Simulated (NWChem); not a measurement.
System: C5H7O, doublet; SMILES C1[CH]C(CC1)=O

Input file for NWChem:

```
start job
memory heap 200 mb stack 900 mb global 1100 mb
geometry units angstroms noautosym nocenter noautoz
  O     -0.031613     2.160403     0.067898
  C     -0.034208     0.927000     0.010990
  C     -1.197709     0.056052     0.046823
  C     -0.812269    -1.371409    -0.102530
  C      0.711491    -1.388016     0.203127
  C      1.203637     0.023259    -0.159228
  H     -2.225904     0.443496     0.103750
  H     -1.405890    -2.060884     0.536350
  H     -1.011379    -1.709057    -1.151539
  H      0.858156    -1.568544     1.288088
  H      1.241566    -2.197129    -0.335482
  H      1.526385     0.089221    -1.222397
  H      2.048824     0.395033     0.452206
end
basis spherical
  * library 6-31g*
end
dft
  odft
  mult 2
  xc b3lyp
  iterations 150
end
cosmo
  do_cosmo_smd true
  solvent toluene
end
task dft energy
```

Excerpt of the output:

```
             Northwest Computational Chemistry Package (NWChem) 7.3.0
             --------------------------------------------------------

                             Geometry "geometry" -> ""
                             -------------------------

 Output coordinates in angstroms (scale by  1.889725989 to convert to a.u.)

  No.       Tag          Charge          X              Y              Z
 ---- ---------------- ---------- -------------- -------------- --------------
    1 O                    8.0000    -0.03161300     2.16040300     0.06789800
    2 C                    6.0000    -0.03420800     0.92700000     0.01099000
    3 C                    6.0000    -1.19770900     0.05605200     0.04682300
    4 C                    6.0000    -0.81226900    -1.37140900    -0.10253000
    5 C                    6.0000     0.71149100    -1.38801600     0.20312700
    6 C                    6.0000     1.20363700     0.02325900    -0.15922800
    7 H                    1.0000    -2.22590400     0.44349600     0.10375000
    8 H                    1.0000    -1.40589000    -2.06088400     0.53635000
    9 H                    1.0000    -1.01137900    -1.70905700    -1.15153900
   10 H                    1.0000     0.85815600    -1.56854400     1.28808800
   11 H                    1.0000     1.24156600    -2.19712900    -0.33548200
   12 H                    1.0000     1.52638500     0.08922100    -1.22239700
   13 H                    1.0000     2.04882400     0.39503300     0.45220600

 Effective nuclear repulsion energy (a.u.)     224.0160067733

                                 NWChem DFT Module
                                 -----------------

 Summary of "ao basis" -> "ao basis" (spherical)
 ------------------------------------------------------------------------------
       Tag                 Description            Shells   Functions and Types
 ---------------- ------------------------------  ------  ---------------------
 O                           6-31g*                  6       14   3s2p1d
 C                           6-31g*                  6       14   3s2p1d
 H                           6-31g*                  2        2   2s

 in cosmo_initialize ...
 calling solv_data for solv:toluene

 solvent parameters
 solvname_short: toluene
 solvname_long:  toluene
 dielec:        2.3741
 dielecinf:     2.2383
 nonaqueous SMD model solvent descriptors
 dielec:        2.3741
 sola:          0.0000
 solb:          0.1400
 solc:          0.8570
 solg:         40.2000
 solh:          0.0000
 soln:          1.4961

          ---------------
          -cosmo- solvent
          ---------------
 Cosmo: York-Karplus, doi: 10.1021/jp992097l
 dielectric constant -eps-     =   2.37
 screen = (eps-1)/(eps    )    =   0.57879
 surface charge correction     = lagrangian

   van der Waals surface
 --------------------------

 ---------- ATOMIC COORDINATES (A.U.) ------------ VDWR(ANG.) --
     1   -0.05973991    4.08256969    0.12830862     2.294
     2   -0.06464375    1.75177599    0.02076809     1.850
     3   -2.26334182    0.10592292    0.08848264     1.850
     4   -1.53496584   -2.59158723   -0.19375361     1.850
     5    1.34452303   -2.62296991    0.38385437     1.850
     6    2.27454412    0.04395314   -0.30089729     1.850
     7   -4.20634864    0.83808592    0.19605907     1.200
     8   -2.65674687   -3.89450605    1.01355453     1.200
     9   -1.91122918   -3.22964943   -2.17609318     1.200
    10    1.62167970   -2.96411836    2.43413337     1.200
    11    2.34621954   -4.15197177   -0.63396905     1.200
    12    2.88444940    0.16860324   -2.30999538     1.200
    13    3.87171596    0.74650413    0.85454543     1.200
 number of segments per atom =        128
 number of   points per atom =        128
 atom (   nspa,  nppa )
 ----------------------
    1 (     98,     0 )       0
    2 (     12,     0 )       0
    3 (     46,     0 )       0
    4 (     42,     0 )       0
    5 (     45,     0 )       0
    6 (     40,     0 )       0
    7 (     51,     0 )       0
    8 (     58,     0 )       0
    9 (     57,     0 )       0
   10 (     53,     0 )       0
   11 (     53,     0 )       0
   12 (     54,     0 )       0
   13 (     51,     0 )       0
 number of -cosmo- surface points =      660
 molecular surface =    137.808 angstrom**2
 molecular volume  =    118.040 angstrom**3
 -lineq- algorithm             =   0
 -bem- low  level              =   3
 -bem- from -octahedral-
 gaussian surface charge width =   4.50000
 degree of switching           =   1.00000
 switching function tolerance  =   0.00010
 atomic radii =
 --------------
    1  8.000  2.294
    2  6.000  1.850
    3  6.000  1.850
    4  6.000  1.850
    5  6.000  1.850
    6  6.000  1.850
    7  1.000  1.200
    8  1.000  1.200
    9  1.000  1.200
   10  1.000  1.200
   11  1.000  1.200
   12  1.000  1.200
   13  1.000  1.200
 ...... end of -cosmo- initialization ......

 nat:                    13
 ixmem:                  9153
 calling mnsol_interface()
 G(SMD-CDS) energy (kcal/mol)  =    -3.680
 SMD-CDS SASA (angstrom**2)    =   151.215

            General Information
            -------------------
          SCF calculation type: DFT
          Wavefunction type:  spin polarized.
          No. of atoms     :    13
          No. of electrons :    45
           Alpha electrons :    23
            Beta electrons :    22
          Charge           :     0
          Spin multiplicity:     2
          Use of symmetry is: off; symmetry adaption is: off
          Maximum number of iterations: 150
          AO basis - number of functions:    98
                     number of shells:    50
          Convergence on energy requested:  1.00D-06
          Convergence on density requested:  1.00D-05
          Convergence on gradient requested:  5.00D-04

              XC Information
              --------------
                         B3LYP Method XC Potential
                     Hartree-Fock (Exact) Exchange  0.200
                        Slater Exchange Functional  0.800 local
                    Becke 1988 Exchange Functional  0.720 non-local
              Lee-Yang-Parr Correlation Functional  0.810
                  VWN I RPA Correlation Functional  0.190 local

[...]

                                COSMO-SMD solvation results
                                ---------------------------

             internal energy in gas <Psi(g)|H|Psi(g)> =      -269.915603044842
         internal energy in solvent <Psi(s)|H|Psi(s)> =      -269.915248365335
                               delta internal energy  =         0.000354679508 (    0.22 kcal/mol)
   total free energy in solvent <Psi(s)|H+V/2|Psi(s)> =      -269.919650105352
 polarization energy contribution <Psi(s)|V/2|Psi(s)> =        -0.004401740017 (   -2.76 kcal/mol)
    total free energy in solvent including G(SMD-CDS) =      -269.925513845452
                       G(SMD-CDS) energy contribution =        -0.005863740100 (   -3.68 kcal/mol)
     1 M fixed-concentration free energy of solvation =        -0.009910800609 (   -6.22 kcal/mol)

                    DFT Final Alpha Molecular Orbital Analysis
                    ------------------------------------------

 Vector   21  Occ=1.000000D+00  E=-3.322336D-01
              MO Center=  6.5D-01, -2.5D-01,  5.3D-02, r^2= 4.0D+00
   Bfn.  Coefficient  Atom+Function         Bfn.  Coefficient  Atom+Function
  ----- ------------  ---------------      ----- ------------  ---------------
     5      0.293095   1 O  pz               61      0.279651   5 C  pz
    75     -0.252356   6 C  pz               91      0.200645  10 H  s
    92      0.201248  10 H  s                 9      0.194934   1 O  pz
    95      0.174236  12 H  s                96      0.171925  12 H  s
    65      0.144356   5 C  pz               47     -0.140561   4 C  pz

 Vector   22  Occ=1.000000D+00  E=-2.427990D-01
              MO Center=  2.5D-02,  1.4D+00,  2.8D-02, r^2= 2.3D+00
   Bfn.  Coefficient  Atom+Function         Bfn.  Coefficient  Atom+Function
  ----- ------------  ---------------      ----- ------------  ---------------
     3      0.552060   1 O  px                7      0.395433   1 O  px
    34      0.245768   3 C  s                76     -0.239844   6 C  s
    74     -0.183092   6 C  py               32      0.164657   3 C  py
    73      0.165252   6 C  px               17     -0.149378   2 C  px
    77      0.145846   6 C  px               31      0.144350   3 C  px

 Vector   23  Occ=1.000000D+00  E=-2.283461D-01
              MO Center= -8.2D-01,  2.6D-01, -4.4D-03, r^2= 2.7D+00
   Bfn.  Coefficient  Atom+Function         Bfn.  Coefficient  Atom+Function
  ----- ------------  ---------------      ----- ------------  ---------------
    33      0.490861   3 C  pz               37      0.413145   3 C  pz
     5     -0.293621   1 O  pz                9     -0.227369   1 O  pz
    90      0.185534   9 H  s                88     -0.138077   8 H  s
    89      0.134845   9 H  s                47     -0.125916   4 C  pz
    19      0.119599   2 C  pz               87     -0.097843   8 H  s

 Vector   24  Occ=0.000000D+00  E= 2.618296D-02
              MO Center= -8.1D-02,  7.7D-01, -2.9D-02, r^2= 2.5D+00
   Bfn.  Coefficient  Atom+Function         Bfn.  Coefficient  Atom+Function
  ----- ------------  ---------------      ----- ------------  ---------------
    23      0.554441   2 C  pz               19      0.522928   2 C  pz
    96      0.403699  12 H  s                37     -0.393598   3 C  pz
     9     -0.345987   1 O  pz                5     -0.315225   1 O  pz
    33     -0.300148   3 C  pz               98     -0.279583  13 H  s
    63     -0.205357   5 C  px               79      0.186492   6 C  pz

 Vector   25  Occ=0.000000D+00  E= 9.224085D-02
              MO Center=  2.4D-01, -1.3D+00,  8.7D-02, r^2= 5.8D+00
   Bfn.  Coefficient  Atom+Function         Bfn.  Coefficient  Atom+Function
  ----- ------------  ---------------      ----- ------------  ---------------
    62      1.170457   5 C  s                48      1.140130   4 C  s
    88     -0.847831   8 H  s                92     -0.822045  10 H  s
    76      0.777650   6 C  s                90     -0.708378   9 H  s
    94     -0.702870  11 H  s                98     -0.686263  13 H  s
    96     -0.575054  12 H  s                86     -0.411864   7 H  s

 Vector   26  Occ=0.000000D+00  E= 1.169683D-01
              MO Center=  3.0D-01, -1.3D+00, -1.4D-01, r^2= 5.0D+00
   Bfn.  Coefficient  Atom+Function         Bfn.  Coefficient  Atom+Function
  ----- ------------  ---------------      ----- ------------  ---------------
    90      0.962270   9 H  s                94      0.861235  11 H  s
    92     -0.847413  10 H  s                51      0.649719   4 C  pz
    88     -0.650232   8 H  s                96      0.618784  12 H  s
    98     -0.496065  13 H  s                65      0.483526   5 C  pz
    48     -0.398587   4 C  s                79      0.398061   6 C  pz

                     DFT Final Beta Molecular Orbital Analysis
                     -----------------------------------------

 Vector   20  Occ=1.000000D+00  E=-3.496343D-01
              MO Center=  2.1D-01, -9.9D-01,  6.8D-02, r^2= 2.7D+00
   Bfn.  Coefficient  Atom+Function         Bfn.  Coefficient  Atom+Function
  ----- ------------  ---------------      ----- ------------  ---------------
    45      0.357588   4 C  px               59     -0.346749   5 C  px
    74      0.202962   6 C  py               73      0.184399   6 C  px
    49      0.181168   4 C  px               63     -0.159460   5 C  px
    87     -0.142706   8 H  s                88     -0.139303   8 H  s
    97      0.136543  13 H  s                98      0.128263  13 H  s

 Vector   21  Occ=1.000000D+00  E=-3.188212D-01
              MO Center=  4.8D-01,  2.4D-01, -1.4D-04, r^2= 4.0D+00
   Bfn.  Coefficient  Atom+Function         Bfn.  Coefficient  Atom+Function
  ----- ------------  ---------------      ----- ------------  ---------------
     5      0.332139   1 O  pz               75     -0.239463   6 C  pz
     9      0.223273   1 O  pz               61      0.217375   5 C  pz
    19      0.209407   2 C  pz               92      0.171033  10 H  s
    96      0.170819  12 H  s                95      0.169570  12 H  s
    91      0.161467  10 H  s                23      0.144206   2 C  pz

 Vector   22  Occ=1.000000D+00  E=-2.348358D-01
              MO Center=  3.4D-02,  1.5D+00,  2.8D-02, r^2= 2.2D+00
   Bfn.  Coefficient  Atom+Function         Bfn.  Coefficient  Atom+Function
  ----- ------------  ---------------      ----- ------------  ---------------
     3      0.558886   1 O  px                7      0.405324   1 O  px
    76     -0.243698   6 C  s                34      0.237807   3 C  s
    74     -0.181952   6 C  py               73      0.167256   6 C  px
    32      0.166230   3 C  py               17     -0.155211   2 C  px
    77      0.144804   6 C  px               31      0.140587   3 C  px

 Vector   23  Occ=0.000000D+00  E=-1.075006D-01
              MO Center= -7.0D-01,  5.1D-01,  1.4D-02, r^2= 2.7D+00
   Bfn.  Coefficient  Atom+Function         Bfn.  Coefficient  Atom+Function
  ----- ------------  ---------------      ----- ------------  ---------------
    33      0.414143   3 C  pz               37      0.411221   3 C  pz
     5     -0.339623   1 O  pz                9     -0.295388   1 O  pz
    90      0.200442   9 H  s                19      0.189661   2 C  pz
    88     -0.155699   8 H  s                98     -0.127435  13 H  s
    23      0.123238   2 C  pz               96      0.120186  12 H  s

 Vector   24  Occ=0.000000D+00  E= 5.803106D-02
              MO Center= -2.3D-01,  6.2D-01, -4.2D-02, r^2= 3.0D+00
   Bfn.  Coefficient  Atom+Function         Bfn.  Coefficient  Atom+Function
  ----- ------------  ---------------      ----- ------------  ---------------
    23      0.501957   2 C  pz               37     -0.482537   3 C  pz
    19      0.472422   2 C  pz               96      0.464286  12 H  s
     9     -0.343781   1 O  pz               33     -0.325973   3 C  pz
     5     -0.298962   1 O  pz               98     -0.299790  13 H  s
    90     -0.255427   9 H  s                79      0.252968   6 C  pz

 Vector   25  Occ=0.000000D+00  E= 9.334474D-02
              MO Center=  3.0D-01, -1.3D+00,  1.2D-01, r^2= 5.8D+00
   Bfn.  Coefficient  Atom+Function         Bfn.  Coefficient  Atom+Function
  ----- ------------  ---------------      ----- ------------  ---------------
    62      1.199901   5 C  s                48      1.105055   4 C  s
    88     -0.850344   8 H  s                92     -0.851389  10 H  s
    76      0.786340   6 C  s                94     -0.703654  11 H  s
    98     -0.700556  13 H  s                90     -0.670530   9 H  s
    96     -0.585887  12 H  s                86     -0.372882   7 H  s

   alpha - beta orbital overlaps
   -----------------------------

   alpha      1      2      3      4      5      6      7      8      9     10
    beta      1      2      3      4      5      6      7      8      9     10
 overlap   1.000  1.000  1.000  1.000  1.000  1.000  1.000  0.996  0.975  0.975

   alpha     11     12     13     14     15     16     17     18     19     20
    beta     11     12     13     14     15     16     17     18     19     20
 overlap   0.997  0.998  0.990  0.996  0.970  0.978  0.894  0.708  0.791  0.998

   alpha     21     22     23     24     25     26     27     28     29     30
    beta     21     22     23     24     25     26     27     28     29     30
 overlap   0.962  0.996  0.978  0.984  0.999  0.998  0.759  0.757  0.998  0.995

[...]
```

Level: B3LYP/6-31G* (spherical d), spin-unrestricted, SMD on the gas-phase geometry. Geometry: optimised at PBE-D3(BJ)/def2-SVP, spin-unrestricted. No stability test was run on the SCF state. Solvent: toluene.
